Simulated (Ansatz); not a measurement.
Cost and result for the atomization energy of `OB(F)C1=CO1` (8 atoms, 8 bonds).

```xyz
8

O     1.9528    0.3411    0.0648
B     0.7639    0.1784   -0.5633
F     0.6703    0.2642   -1.8901
C    -0.4619   -0.1035    0.2644
C    -1.5341   -0.3449    0.9516
O    -2.1091   -0.3574   -0.2210
H     2.6750    0.5166   -0.5450
H    -1.9568   -0.4945    1.9387
```

Charge 0, multiplicity 1. Geometry: relaxed with PBE0-D4/def2-TZVP. It is one conformer, not always the lowest. Program: Ansatz. All runs use 2 threads of an Arm Neoverse V1 on a shared host. Times are those of one run each, without the atoms' runs, and a repeat can differ threefold. Electronic energies, without spin–orbit coupling; frozen cores. CCSD(T)/CBS adds CCSD(T) − MP2 in def2-TZVPP to the MP2 limit, and its time is that of the two runs behind it. T1 = 0.022. B3LYP takes the VWN-RPA correlation (the form of Gaussian; ORCA's B3LYP/G). HSE06 is the plane-wave form, built on full-range PBE exchange.

CCSD(T)/CBS is a level of theory with its own doubt, some kJ/mol a heavy atom from the limit and from the frozen cores, so smaller differences don't rank the functionals.

```tsv
level	functions	wall time	atomization (kcal/mol)	difference from CCSD(T)/CBS	per bond
LDA (SPW92)/def2-TZVPP	214	1.6 s	1024.7	172.6	24.6
HSE06-D4/def2-TZVPP	214	4 s	862.6	10.5	1.3
CAM-B3LYP-D4/def2-TZVPP	214	4.3 s	858.1	6.0	0.8
B3LYP-D4/def2-TZVPP (with forces)	214	6 s	854.3	2.2	0.3
r2SCAN-D4/def2-TZVPP (with forces)	214	6.5 s	866.1	14.0	1.8
r2SCANh-D4/def2-TZVPP	214	6.5 s	853.2	1.1	0.1
B2PLYP/def2-TZVPP	214	8 s	850.1	-2.0	-0.2
CCSD(T)/def2-SVP	94	9 s	809.4	-42.7	-5.3
B97M-V/def2-TZVPP	214	13 s	860.8	8.7	1.1
ωB97M-V/def2-TZVPP (with forces)	214	16 s	857.5	5.4	0.7
MP2/def2-QZVPP	402	29 s	881.2	29.1	4.1
CCSD(T)/def2-TZVPP	214	3.5 min	826.7	-25.4	-3.2
CCSD(T)/CBS(def2)	–	4 min	852.1	0.0	0.0
```

In def2-TZVPP, CCSD(T) changes the Hartree–Fock value by +249.3 kcal/mol (the triples alone add +23.0 kcal/mol) and MP2 by +288.7 kcal/mol; breaking electron pairs costs correlation energy, which Hartree–Fock lacks. At CCSD(T), def2-SVP lies −42.7 kcal/mol from the extrapolated value and def2-TZVPP −25.4 kcal/mol: correlation converges slowly with the basis, and small sets miss more of it in the bonded molecule than in its fragments. From r2SCAN to r2SCAN0 (25 % exact exchange), in def2-TZVPP and without D4, the atomization energy moves by −31.6 kcal/mol: exact exchange takes away binding that semilocal exchange gives to molecules.
